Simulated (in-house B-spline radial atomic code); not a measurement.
Configurations of Au5+, with energies counted from [Xe] 4f14 (5d3/2)4 (5d5/2)2. All numbers are computed (Dirac-Hartree-Fock, average of each configuration as written; Fermi nucleus of rms radius 5.4371 fm) with an all-electron radial atomic-structure program (B-spline basis), not measured. Energies include first-order Breit, QED and recoil terms.

Occupations are held fixed; configurations that lie above the ionisation limit could autoionise.

| configuration | E - E(ref) (eV) | highest orbital | its <r> (bohr) |
| --- | --- | --- | --- |
| [Xe] 4f14 (5d5/2)6 | 7.267 | 5d5/2 | 1.346 |
| [Xe] 4f14 (5d3/2)1 (5d5/2)4 6s1 | 20.693 | 6s1/2 | 2.078 |
| [Xe] 4f14 (5d3/2)2 (5d5/2)3 (7f7/2)1 | 65.85 | 7f7/2 | 7.429 |
| [Kr] 4d10 4f14 5s2 (5p1/2)1 (5p3/2)4 (5d3/2)1 (5d5/2)5 (6f5/2)1 | 135.18 | 6f5/2 | 4.74 |
| [Xe] (4f5/2)6 (4f7/2)7 (5d3/2)4 (5d5/2)2 (6f5/2)1 | 141.46 | 6f5/2 | 4.628 |
| [Kr] 4d10 4f14 5s2 (5p1/2)1 (5p3/2)4 (5d3/2)4 (5d5/2)2 (9g9/2)1 | 148.39 | 9g9/2 | 18.36 |

Order these further configurations by energy, lowest first.
A. [Xe] (4f5/2)5 (4f7/2)8 (5d3/2)3 (5d5/2)3 (7p3/2)1
B. [Xe] (4f5/2)5 (4f7/2)8 (5d3/2)1 (5d5/2)5 (7g9/2)1
C. [Xe] 4f14 (5d3/2)2 (5d5/2)4
D. [Kr] 4d10 4f14 5s2 (5p1/2)1 (5p3/2)4 (5d3/2)1 (5d5/2)5 (8f5/2)1
E. [Xe] 4f14 (5d5/2)5 (8g9/2)1

C (4.2922 eV), E (76.123 eV), A (142.12 eV), D (145.77 eV), B (163.5 eV).

How far above the reference does [Kr] 4d10 4f14 5s2 (5p1/2)1 (5p3/2)4 (5d3/2)2 (5d5/2)4 (7g9/2)1 lie?

145.96 eV; its least bound orbital is 7g9/2 with <r> = 10.4 bohr.

How far above the reference does [Xe] (4f5/2)6 (4f7/2)7 (5d3/2)4 (5d5/2)2 (6p3/2)1 lie?

114.27 eV; its least bound orbital is 6p3/2 with <r> = 2.462 bohr.
